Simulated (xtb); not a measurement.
Br4Zr (SMILES [Br][Zr]([Br])([Br])[Br]), singlet, geometry from GFN2-xTB (such geometries of metal compounds can be far from the true shape), atoms displaced at random by about 0.1 Å a coordinate; GFN1-xTB (xtb).

Input for xtb:
```
$ xtb mol.xyz --gfn 1 --opt tight --json

# file mol.xyz
5

Zr    -0.21975931     0.01450089    -0.06246533
Br     1.70539540    -0.48669995    -1.29455367
Br     0.84973271     0.24753339     2.45146818
Br    -0.92760222     2.20077009    -0.80097291
Br    -1.52202276    -1.71986849    -0.23216939
```

Problem. What does xtb print? Leave out banner, timings and long lists.

Solution. 
```
   ID    Z sym.   atoms
    1   40 Zr     1
    2   35 Br     2-5

           -------------------------------------------------
          |                Calculation Setup                |
           -------------------------------------------------

           -------------------------------------------------
          |                 G F N 1 - x T B                 |
           -------------------------------------------------

          ...................................................
          :                      SETUP                      :
          :.................................................:
          :  # basis functions                  50          :
          :  # atomic orbitals                  45          :
          :  # shells                           15          :
          :  # electrons                        32          :
          :  # halogen bonds                     0          :
          :  max. iterations                   250          :
          :  Hamiltonian                  GFN1-xTB          :
          :  restarted?                      false          :
          :  GBSA solvation                  false          :
          :  PC potential                    false          :
          :  electronic temp.          300.0000000     K    :
          :  accuracy                    1.0000000          :
          :  -> integral cutoff          0.2500000E+02      :
          :  -> integral neglect         0.1000000E-07      :
          :  -> SCF convergence          0.1000000E-05 Eh   :
          :  -> wf. convergence          0.2000000E-04 e    :
          :  Broyden damping             0.4000000          :
          :  net charge                          0          :
          :  unpaired electrons                  0          :
          ...................................................

 iter      E             dE          RMSdq      gap      omega  full diag
   1    -16.4693087 -0.164693E+02  0.164E+01    0.97       0.0  T
   2    -16.7401968 -0.270888E+00  0.127E+01    0.89       1.0  T
   3    -17.0262802 -0.286083E+00  0.896E+00    2.78       1.0  T
   4    -17.0869351 -0.606549E-01  0.382E+01    0.85       1.0  T
   5    -18.3130608 -0.122613E+01  0.342E+01    0.35       1.0  T
   6    -17.1908964  0.112216E+01  0.445E+00    2.12       1.0  T
   7    -17.1686734  0.222230E-01  0.481E+00    2.29       1.0  T
   8    -17.2065033 -0.378299E-01  0.370E+00    2.32       1.0  T
[...]
 * total energy  :   -17.1311371 Eh     change       -0.1039185E+00 Eh
 * total energy  :   -17.1201395 Eh     change        0.1099757E-01 Eh
 * total energy  :   -17.1181775 Eh     change        0.1962023E-02 Eh
 * total energy  :   -17.1466424 Eh     change       -0.2846489E-01 Eh
 * total energy  :   -17.1527903 Eh     change       -0.6147937E-02 Eh
 * total energy  :   -17.1525076 Eh     change        0.2827426E-03 Eh
 * total energy  :   -17.1538863 Eh     change       -0.1378737E-02 Eh
 * total energy  :   -17.1541458 Eh     change       -0.2595017E-03 Eh
 * total energy  :   -17.1542320 Eh     change       -0.8620349E-04 Eh
 * total energy  :   -17.1542391 Eh     change       -0.7086474E-05 Eh
 * total energy  :   -17.1542427 Eh     change       -0.3619032E-05 Eh
 * total energy  :   -17.1542431 Eh     change       -0.3842717E-06 Eh
   *** GEOMETRY OPTIMIZATION CONVERGED AFTER 13 ITERATIONS ***
         :: total energy             -17.154243120055 Eh    ::
[...]
        20                         -0.3145112              -8.5583
        21                         -0.3145040              -8.5581
        22                         -0.0939745              -2.5572
        23                         -0.0866675              -2.3583
        24                         -0.0866486              -2.3578
        25                         -0.0866414              -2.3576
        26                         -0.0729950              -1.9863
        27                         -0.0729822              -1.9859
       ...                                ...                  ...
        45                          0.6094582              16.5842
      -------------------------------------------------------------
                  HL-Gap            0.0856823 Eh            2.3315 eV
             Fermi-level           -0.3751742 Eh          -10.2090 eV

  Mulliken/CM5 charges         n(s)   n(p)   n(d)
     1Zr    0.92701  1.17222   0.576  1.403  1.094
     2Br   -0.23179 -0.29304   1.813  5.427 -0.008
     3Br   -0.23172 -0.29306   1.813  5.427 -0.008
     4Br   -0.23176 -0.29306   1.813  5.427 -0.008
     5Br   -0.23174 -0.29306   1.813  5.427 -0.008

Wiberg/Mayer (AO) data.
largest (>0.10) Wiberg bond orders for each atom

 ---------------------------------------------------------------------------
     #   Z sym  total        # sym  WBO       # sym  WBO       # sym  WBO
 ---------------------------------------------------------------------------
     1  40 Zr   4.909 --     3 Br   1.227     5 Br   1.227     4 Br   1.227
                             2 Br   1.227
     2  35 Br   1.299 --     1 Zr   1.227
     3  35 Br   1.299 --     1 Zr   1.227
     4  35 Br   1.299 --     1 Zr   1.227
     5  35 Br   1.299 --     1 Zr   1.227
 ---------------------------------------------------------------------------

Topologies differ in total number of bonds
Writing topology from bond orders to xtbtopo.mol

 dipole moment from electron density (au)
     X       Y       Z
  -0.0011   0.0005   0.0016  total (Debye):    0.005

optimized geometry written to: xtbopt.xyz

           -------------------------------------------------
          | TOTAL ENERGY              -17.154243120055 Eh   |
          | GRADIENT NORM               0.000213488024 Eh/α |
          | HOMO-LUMO GAP               2.331533829168 eV   |
           -------------------------------------------------

normal termination of xtb
```
